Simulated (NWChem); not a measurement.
Molecule: C₂H₅ClSi; SMILES Cl/C=C\[SiH3]

```xyz
9

Si    -0.4284     1.6620     0.0000
C      1.0777     0.5395     0.0000
C      1.0317    -0.7943     0.0000
Cl    -0.4499    -1.6881     0.0000
H     -1.2652     1.4303     1.2155
H     -1.2652     1.4303    -1.2155
H      0.0450     3.0787     0.0000
H      2.0830     0.9767     0.0000
H      1.9108    -1.4452     0.0000
```
Atoms are numbered in this order, from 1.

Level: PBE0/def2-SVP (NWChem), optimised geometry, unscaled harmonic frequencies. 

Task: List the harmonic frequencies with IR intensities, and the thermochemistry.

Result: 
```
frequency (cm⁻¹)  IR intensity (km/mol)
----------------  ---------------------
101                                 0.0
133                                 1.1
322                                 2.2
476                                 5.9
629                                42.5
644                                 5.4
711                                 0.6
732                                94.7
829                                84.9
923                               223.6
942                                37.0
944                                48.3
968                                 0.1
1155                                1.8
1312                                9.4
1667                              104.0
2236                               53.6
2239                              100.6
2242                              113.0
3185                                0.8
3221                                2.2
```

```json
{
 "zero_point_energy": "36.6 kcal/mol",
 "thermal correction to the enthalpy at 298.15 K (with zero-point energy)": "40.7 kcal/mol",
 "heat capacity Cv": "19.1 cal/(mol K)",
 "entropy at 298.15 K and 1 atm (symmetry number 1)": "76.2 cal/(mol K)",
 "dipole_moment": "1.35 D"
}
```

Rigid rotor and harmonic oscillator.
